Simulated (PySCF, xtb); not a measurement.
Te(I)(Et) (C₂H₅ITe), SMILES CC[Te]I. Other conformers were not sampled.

Harmonic wavenumbers (cm⁻¹) from GFN2-xTB (xtb) at its own minimum, in rising order: 63, 115, 239, 248, 265, 518, 729, 977, 1012, 1079, 1233, 1242, 1421, 1462, 1493, 1503, 2996, 3005, 3011, 3018, 3023.

### Question
What does PBE-D3(BJ)/def2-SVP run with PySCF give at its own minimum? (The exact figures need the calculation; the answer reports its results.)

### Answer
64, 108, 196, 248, 260, 470, 686, 927, 944, 1043, 1160, 1197, 1339, 1382, 1408, 1421, 2963, 2989, 3047, 3062, 3080. Paired by order, the mean absolute difference is 45 cm⁻¹ and the zero-point energies are 41.0 and 40.0 kcal/mol.
